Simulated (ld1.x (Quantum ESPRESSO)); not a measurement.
What one change does to a pseudopotential (Rh (Z = 45), PAW)

| Quantity | Value |
| --- | --- |
| Element | rhodium (Rh) |
| Generator | ld1.x (Quantum ESPRESSO) 7.5 |
| Type | PAW |
| Functional | PBE |
| Relativity | scalar-relativistic |
| Frozen core | [Ar] 3d10 4s2 |
| Valence charge | 15 |
| Reference configuration | 4p6 4d8 5s1 5p0 |
| Partial waves | 5s (bound): rcut 2.75, rcutus 3.10 bohr; 5s channel at 1.8 Ry: rcut 2.75, rcutus 3.10 bohr; 4p (bound): rcut 1.70, rcutus 2.25 bohr; 5p (bound, empty): rcut 1.70, rcutus 2.25 bohr; 4d (bound): rcut 1.20, rcutus 1.35 bohr; 4d channel at 1.8 Ry: rcut 1.20, rcutus 1.35 bohr |
| Local potential | all-electron potential smoothed inside 2.30 bohr (lloc = -1) |
| Core correction | Bessel-smoothed model core inside 1.15 bohr |
| Augmentation charge | BG, radius 1.35 bohr |

All-electron outer shells of the reference configuration (PBE, scalar-relativistic, ld1.x):

```json
{"shell": "3d", "level (eV)": "-300.61", "outermost node (bohr)": "–", "outermost maximum (bohr)": "0.29"}
{"shell": "4s", "level (eV)": "-82.49", "outermost node (bohr)": "0.47", "outermost maximum (bohr)": "0.88"}
{"shell": "4p", "level (eV)": "-50.42", "outermost node (bohr)": "0.47", "outermost maximum (bohr)": "0.94"}
{"shell": "4d", "level (eV)": "-5.94", "outermost node (bohr)": "0.46", "outermost maximum (bohr)": "1.14"}
{"shell": "5s", "level (eV)": "-4.30", "outermost node (bohr)": "1.19", "outermost maximum (bohr)": "2.63"}
{"shell": "5p", "level (eV)": "-0.85", "outermost node (bohr)": "1.35", "outermost maximum (bohr)": "3.93"}
```

Change: waves 4p (bound): rcut 1.70, rcutus 2.46 bohr; 5p (bound): rcut 1.70, rcutus 2.46 bohr.

Cutoffs: the cutoffs (Ry, on a coarse ladder) from which the occupation-weighted sum of valence levels, in a spherical-Bessel basis at the reference potential, stays within 10 and 1 mRy of its value at 400 Ry; they do not see the model core or the augmentation charge, which bear on the density cutoff. Errors are all-electron minus pseudo energies relative to the spin-unpolarised reference configuration.

Task: What does the change do?

Result: The potential gets neither clearly harder nor softer (55 Ry and 100 Ry → 55 Ry and 100 Ry); the d channel sets the loose cutoff, while the largest relative change is in p, which becomes softer; the number of tests that count goes from 7 to 5; of the 5 tests that both files solve, the error grows in 2 and shrinks in 0 by more than 15 % and 0.3 meV (median size 25.4 → 28.1 meV); neither file shows a bound ghost at the reference potential, the only one tested.

```tsv
quantity	base	changed
cutoff, loose	55 Ry	55 Ry
cutoff, tight	100 Ry	100 Ry
loose cutoff by channel (10 mRy a level)	s 6 Ry, p 15 Ry, d 50 Ry	s 6 Ry, p 12 Ry, d 50 Ry
bound ghosts	none	none
tests counted (converged, no solver errors)	7 of 7	5 of 7
error for 4p6 4d8 5s0 5p0, meV [ΔE 7.46 eV]	+25	+28
error for 4p6 4d7 5s0 5p0, meV [ΔE 26.97 eV]	+20	+22
error for 4p6 4d6 5s0 5p0, meV [ΔE 59.48 eV]	-29	-39
error for 4p6 4d8.5 5s0.5 5p0, meV [ΔE -0.63 eV]	+7.4	+8.4
error for 4p5 4d8 5s1 5p0, meV [ΔE 56.63 eV]	+1327	+2844
s: phases at 3.36 bohr within 0.05 rad from the reference energy up to (Ry; the scan ends near 5)	2.2	2.2
p: phases at 3.36 bohr within 0.05 rad from the reference energy up to (Ry; the scan ends near 5)	n/a	n/a
d: phases at 3.36 bohr within 0.05 rad from the reference energy up to (Ry; the scan ends near 5)	to the end of the scan	to the end of the scan
lowest overlap eigenvalue by channel	s 0.60, p 0.81, d 0.98	s 0.60, p 0.82, d 0.98
```

Base: These tests converged, but a pseudo level misses the all-electron one widely, so the file describes the atom poorly there or has found another state: 4p5 4d8 5s1 5p0: 4p by 7.1 eV (a node warning on the way). ld1.x warns that Blöchl-style (BG) augmentation functions are not a good idea. Changed file: Tests not counted: 4p6 4d7 5s1 5p1 (solver errors, printed error -2.4 eV); 4p6 4d8 5s0 5p1 (solver errors, printed error -2.1 eV). These tests converged, but a pseudo level misses the all-electron one widely, so the file describes the atom poorly there or has found another state: 4p6 4d6 5s0 5p0: empty 5p by 13.7 eV (a node warning on the way); 4p5 4d8 5s1 5p0: 4p by 12.1 eV (a node warning on the way). ld1.x warns that Blöchl-style (BG) augmentation functions are not a good idea.
